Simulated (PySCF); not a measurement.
Constitutional and geometric isomers with formula C2H4B2. All species are isolated molecules in the gas phase. One relaxed conformer stands for each flexible species; it need not be the lowest. Strings in code marks are SMILES. All members: neutral, multiplicity 1. Level: PBE-D3(BJ)/def2-TZVP // CAM-B3LYP-D3(BJ)/def2-TZVP (PySCF). Delta-SCF ions had no search for a lower state.  The removal energy is E(N − 1 electrons) − E(N electrons) at the parent's geometry; ε(HOMO) is measured against the vacuum level.

```csv
species,−ε(HOMO) (eV),vertical ionisation energy (Delta-SCF) (eV)
`B1=BCC1`,4.37,withheld
`[H]/B=C/C=B/[H]` (B–C–C–B torsion 0°),4.50,7.44
`BBC#C` (H–B–B–C torsion 91°),6.50,9.64
`CB1B=C1`,6.51,9.85
`BC1=CB1` (H–B–C–C torsion 92°),6.74,10.12
`BB1C=C1` (H–B–B–C torsion 90°),6.86,10.27
```

### Question
Fit vertical ionisation energy (Delta-SCF) = a + b·x to the 5 complete rows by least squares, with x = −ε(HOMO) in eV. Give a, b and the rms residual, and predict the withheld value.

### Answer
Means of the 5 rows: x̄ = 6.222, ȳ = 9.464 eV. Σ(x − x̄)² = 3.8009 and Σ(x − x̄)(y − ȳ) = 4.4995, so b = 1.184 and a = ȳ − b·x̄ = 2.097 eV. The rms residual is 0.078 eV. At x = 4.37 the line gives 7.27 eV, outside the range of the fitted rows. The run for `B1=BCC1` gave 7.38 eV, so the line is off by 0.11 eV, within twice the rms residual.

Codes: PySCF.
